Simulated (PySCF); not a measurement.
ClH3SSi, SMILES S[SiH2]Cl. Atoms are numbered in the order given.

```xyz
6

Si    -0.4824    -0.5510     0.2238
S      1.5160    -0.8851    -0.4384
Cl    -1.0350     1.4380     0.1377
H     -1.3350    -1.3141    -0.7030
H     -0.6597    -0.9736     1.6239
H      2.0870    -0.2825     0.6196
```

Geometry: B3LYP-D3(BJ)/def2-TZVP. The values are those of a single conformer.

These are CAM-B3LYP/def2-TZVPD run with PySCF values and carry that method's errors.

Isolated molecule, no solvent.

```
Item                                                                                                            Value
---------------------------------------------------------------------------------------------  ----------------------
total energy                                                                                      -1149.83071 hartree
highest occupied level                                                                                       -9.27 eV
lowest empty level                                                                                            0.34 eV
orbital gap                                                                                                   9.61 eV
dipole moment                                                                                                  1.16 D
quadrupole, principal values (traceless, Buckingham form, about the centre of nuclear charge)  -4.87, -0.37, 5.23 D·Å
mean static polarisability                                                                       62.5 bohr³ (9.26 Å³)
polarisability, principal values                                                               53.6, 59.4, 74.5 bohr³
```
